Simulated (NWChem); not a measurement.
Species: ethylmethylamine (C₃H₉N); SMILES C(NC)C

```xyz
13

C      0.1630     1.9004    -0.0256
C     -0.4991     0.5249     0.0170
N      0.4940    -0.5409    -0.0887
C     -0.0860    -1.8752    -0.0057
H      0.7518     2.0150    -0.9414
H     -0.5878     2.6974     0.0110
H      0.8372     2.0413     0.8293
H     -1.1221     0.4387     0.9305
H     -1.1878     0.4212    -0.8328
H      1.1782    -0.4266     0.6579
H      0.7119    -2.6252    -0.0259
H     -0.7260    -2.0481    -0.8797
H     -0.7034    -2.0511     0.8964
```
Atoms are numbered in this order, from 1.

All runs: NWChem. Coordinates come from a B3LYP/6-31G* (spherical d) optimisation. Level: M06-2X/def2-SVP with COSMO at NWChem's default radii, gas-phase geometry; rows give the dielectric constant.

For dielectric constant 46.7:

- electrostatic solvation energy (kcal/mol): -3.0
- dipole in solution (D): 1.32

How do the values read with dielectric constant 2.0 instead?

The electrostatic solvation energy (kcal/mol) is -1.5. The dipole in solution (D) is 1.11.
